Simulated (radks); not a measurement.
Spherical jellium clusters: N electrons in a uniform positive sphere of charge N and radius rs N^(1/3), rs = 3.84 bohr. Method: non-relativistic Kohn-Sham, LDA (Slater exchange, Perdew-Wang correlation), spin-polarised, spherical densities; computed with a radial shooting solver with Libxc functionals. Levels are named by radial order and angular momentum (1s, 1p, 1d, 2s, ...), and open shells are averaged over m.

N = 39, configuration 1s2 1p6 1d10 2s2 1f14 2p(up 3, down 2). This is the lowest configuration that the search found. Occupied and some empty levels:

level,occupation,eigenvalue (eV),<r> (bohr)
1s up,1,-5.5939,8.183
1s down,1,-5.5390,8.339
1p up,3,-5.0712,9.343
1p down,3,-5.0375,9.410
1d up,5,-4.3599,10.15
1d down,5,-4.3368,10.18
2s up,1,-3.8330,7.825
2s down,1,-3.7444,7.756
1f up,7,-3.4938,10.82
1f down,7,-3.4749,10.82
2p up,3,-2.7879,9.139
2p down,2,-2.7095,9.201
1g up,0,-2.4979,11.43
1g down,0,-2.4799,11.43
2d up,0,-1.7116,10.68
2d down,0,-1.6585,10.79
3s up,0,-1.4964,10.56
3s down,0,-1.4483,10.62

Energy (eV): total -74.1650, kinetic 72.496, external -3775.5, Hartree 1870.6, exchange-correlation -148.74, background 1907.0.
